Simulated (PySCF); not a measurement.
**CdN at PBE**

Level: PBE. basis Cd def2-SVP with ECP28, N def2-SVP; scalar-relativistic core potentials; PySCF 2.14.

| Quantity | Value |
| --- | --- |
| state | ⁴Σ⁻ (quartet), unpaired electrons σ ↑, π ↑↑ |
| bond length | 2.367 Å |
| harmonic wavenumber | 231 cm⁻¹ |
| force constant | 0.391 mdyn/Å |
| rotational constant Be | 0.2413 cm⁻¹ |
| anharmonicity ωexe | 5.91 cm⁻¹ |
| vibration–rotation constant αe | 0.00584 cm⁻¹ |
| well depth De to Cd + N | 0.32 eV |
| dissociation energy D0 | 0.31 eV |
| bond order (Mayer) | 0.69 |
| dipole moment (positive dipole means Cd(−)N(+)) | -0.90 D |

The bond is weak. Basis-set superposition, not corrected here, can be much of De in a small basis, most of all at correlated wavefunction levels. Functionals without a dispersion term scatter widely for such bonds, and LDA overbinds them. Spin–orbit coupling is left out. The state was picked by a PBE0 search and need not be the measured ground state.
